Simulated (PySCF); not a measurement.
CH3ClF2Sn. Atoms are numbered in the order given.

```xyz
8

C      1.7394    -1.4370     0.0000
Sn    -0.0205    -0.2221     0.0000
F     -1.1555    -0.6099     1.5175
F     -1.1555    -0.6099    -1.5175
Cl     0.3142     2.0943     0.0000
H      2.6175    -0.7790     0.0000
H      1.7152    -2.0593    -0.9040
H      1.7152    -2.0593     0.9040
```

Geometry optimised at B3LYP-D3(BJ)/def2-SVP. The structure was generated by enumeration; whether it is a known compound was not checked. The def2 effective core potentials stand for the cores of Sn; spin–orbit coupling is left out.

The numbers are results of B3LYP-D3(BJ)/def2-SVP run with PySCF, not measurements.

Frequencies are harmonic and unscaled.

```tsv
mode	ν (cm⁻¹)	IR (km/mol)	moving atoms (share of kinetic energy)
1	54	0.0	H 99 %
2	107	0.4	C 40 %, Cl 25 %, H 19 %, F 8 %
3	127	0.4	F 51 %, C 28 %, H 15 %
4	137	6.8	F 42 %, Cl 27 %, Sn 20 %
5	171	26.7	F 69 %, Sn 14 %, Cl 9 %
6	181	31.7	F 76 %, Sn 18 %
7	380	43.6	Cl 77 %, Sn 20 %
8	526	9.9	C 69 %, H 16 %, Sn 11 %
9	638	56.8	F 86 %, Sn 13 %
10	646	58.8	F 84 %, Sn 16 %
11	787	29.6	H 83 %, C 15 %
12	791	41.0	H 84 %, C 15 %
13	1205	1.3	H 83 %, C 17 %
14	1428	4.7	H 95 %
15	1428	4.8	H 95 %
16	3062	0.0	H 98 %
17	3187	1.0	H 90 %, C 10 %
18	3191	1.0	H 90 %, C 10 %
```
